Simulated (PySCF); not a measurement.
## Ge²⁺: ionisation energy

Ge²⁺ [Ar] 3d10 4s2 (1S) → Ge³⁺ [Ar] 3d10 4s1 (2S), as a difference of total energies. Computed with PySCF 2.14 in aug-cc-pwCVTZ-PP with ECP10MDF, with scalar relativity through the core potential. Correlated levels: valence: 3s2 3p6 3d10 frozen. The calculations carry no spin-orbit coupling.

```csv
method,ionisation energy (eV)
UHF,32.190
MP2 (valence),33.002
SCS-MP2 (valence),33.164
CCSD (valence),33.290
```

**Question.** How much does correlation contribute at MP2 (valence)?

**Answer.** 33.002 − (32.190) = 0.812 eV, measured against UHF.

Errors of the correlated levels include the incompleteness of this basis and the frozen core.

With two correlated electrons CCSD is exact in that space.

For comparison: 34.058 eV (measured; NIST Atomic Spectra Database, ionization energies).
